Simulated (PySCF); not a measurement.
**r2SCAN on Kr²⁺ (krypton, charge +2)**

Configuration: [Ar] 3d10 4s2 4p4, high-spin 3P determinant. Computed with PySCF 2.14 in aug-cc-pVTZ-DK (7s6p4d2f, 59 functions), with the spin-free X2C one-electron Hamiltonian (Gaussian nucleus).

- Total energy: -2788.589 hartree
- One-electron energy: -3842.964 hartree
- Hartree (Coulomb) energy: 1150.952 hartree
- Exchange-correlation energy: -96.577 hartree
- ⟨S²⟩: 2.0039
- ⟨L²⟩: 2.017
- Sum of ⟨r⟩: 21.19 bohr
- Sum of ⟨r²⟩: 25.59 bohr²
- Traceless quadrupole moment −½Σ⟨3z² − r²⟩ along its main axis: -1.28 e·bohr²
- Langevin diamagnetic susceptibility: -20.3 ×10⁻⁶ cm³/mol

```tsv
shell	electrons	mean orbital energy (hartree)	spread (hartree)	rms radius, mean of both spins (bohr)
1s α	1	-521.97200	0	0.0478
1s β	1	-521.96299	0	0.0478
2s α	1	-69.96696	0	0.199
2s β	1	-69.96565	0	0.199
2p α	3	-61.91262	0.01089	0.177
2p β	3	-61.90607	0.00435	0.177
3s α	1	-10.88050	0	0.567
3s β	1	-10.87226	0	0.567
3p α	3	-8.28134	0.02985	0.583
3p β	3	-8.27135	0.02170	0.583
3d α	5	-3.99576	0.02974	0.615
3d β	5	-3.98265	0.01929	0.615
4s α	1	-1.77088	0	1.61
4s β	1	-1.65264	0	1.61
4p α	3	-1.19327	0.06762	1.85
4p β	1	-1.11350	0	1.85
```

Densities and radii are taken from the X2C orbitals without a picture-change correction, which distorts them close to the nucleus.
